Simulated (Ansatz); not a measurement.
System: C3HF4, net charge 0, doublet state. It need not be the lowest isomer of its formula. SMILES: [CH]=C(F)C(F)(F)F
Structure (B3LYP-D3(BJ)/def2-TZVP (Ansatz, a program for electronic structure) minimum search):
```
C
C 1 1.2989
F 1 1.3529 2 123.59
H 2 1.0731 1 143.18 3 0.00
C 1 1.5101 2 125.35 4 -180.00
F 5 1.3378 1 111.09 2 0.00
F 5 1.3438 6 108.25 1 121.93
F 5 1.3438 6 108.25 7 116.13
```
Charge 0, spin multiplicity 2.

Wanted: atomisation energy (electronic, to ground-state atoms), in kJ/mol. Correlated levels leave the core frozen unless marked. Open shells are spin-unrestricted. No spin-orbit coupling. Non-relativistic unless marked X2C. The coupled-cluster limit lacks core correlation, which all-electron functionals hold. Basis-set limits of correlation are two-point, X^-3; Hartree-Fock from the larger set.

```csv
level,program,atomisation energy (kJ/mol)
PBE-D4/def2-TZVPD,Ansatz + dftd4,3490.3
BLYP-D3(BJ)/def2-TZVPD,Ansatz + dftd3,3323.2
revPBE-D4/def2-TZVPD,Ansatz + dftd4,3343.3
B3LYP/def2-TZVPD,Ansatz,3251.2
PBE0-D3(BJ)/def2-TZVP,Ansatz + dftd3,3340.4
PBE0-D3(BJ)/def2-TZVPD,Ansatz + dftd3,3337.4
PBE0/def2-TZVPD,Ansatz,3326.5
r2SCANh/def2-TZVPD,Ansatz,3289.9
HSE06-D3(BJ)/def2-TZVPD,Ansatz + dftd3,3339.9
HSE06-D4/def2-TZVPD,Ansatz + dftd4,3343.1
wB97X-V/def2-TZVPD,Ansatz,3297.5
B2GP-PLYP-D4/def2-TZVPD,Ansatz + dftd4,3246.5
B2PLYP-D3(BJ)/def2-TZVPD,Ansatz + dftd3,3261.8
RPA@PBE/cc-pVTZ,Ansatz,2917.8
RPA@PBE/cc-pVQZ,Ansatz,2970.9
MP2/STO-3G,Ansatz,2601.9
MP2/cc-pVQZ,Ansatz,3374.7
"MP2/CBS(cc-pVTZ,cc-pVQZ)",Ansatz,3414.7
CCSD(T)/STO-3G,Ansatz,2718.0
X2C-CCSD(T)/cc-pVTZ-DK,Ansatz,3177.1
"CCSD(T)/CBS(cc-pVTZ,cc-pVQZ)",Ansatz,3280.1
```

The UHF reference is spin-contaminated (<S^2> 0.19 over the pure value in the largest basis).
